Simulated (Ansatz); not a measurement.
Stepwise reaction of `CB(C)Cl` with ammonia, as a gas-phase model of exchange steps in deposition or etching. ΔE in kJ/mol; ΔG adds harmonic PBE0-D4 terms to CCSD(T)/CBS, at 1 bar.

Calculated with Ansatz (gas phase, PBE0-D4/def2-TZVP geometries, no zero-point term in ΔE). CCSD(T)/CBS is the MP2 limit (def2-TZVPP, def2-QZVPP) plus CCSD(T) − MP2 in def2-TZVPP, frozen cores. This one scheme is used for every species. DFT in def2-TZVPP. B3LYP here is the variant with VWN-RPA as its local correlation; programs differ in this. Each species was taken in one conformer, which may not be the lowest.

```json
{"step": "1", "reaction": "`CB(C)Cl` + NH₃ → `CB(N)Cl` + CH₄", "PBE-D4": "-125.1", "B3LYP-D4": "-130.2", "ωB97M-V": "-127.2", "CCSD(T)/CBS": "-124.7", "ΔG(500 K)": "-111.4"}
{"step": "2", "reaction": "`CB(N)Cl` + NH₃ → `NB(N)Cl` + CH₄", "PBE-D4": "-82.8", "B3LYP-D4": "-89.3", "ωB97M-V": "-86.5", "CCSD(T)/CBS": "-83.6", "ΔG(500 K)": "-76.1"}
```

Question: By hand: ΔE of the 2 steps together at CCSD(T)/CBS.

Answer: (-124.7) + (-83.6) = -208.3 kJ/mol, or -104.2 kJ/mol a step.

In ΔE each step is higher than the one before. All are downhill at CCSD(T)/CBS. ΔG lies between -111.4 and -76.1 kJ/mol a step. PBE-D4 differs from CCSD(T)/CBS by -0.4 to 0.8 kJ/mol a step. Isolated molecules leave out the surface, adducts and barriers. Largest T1 diagnostic: 0.010.
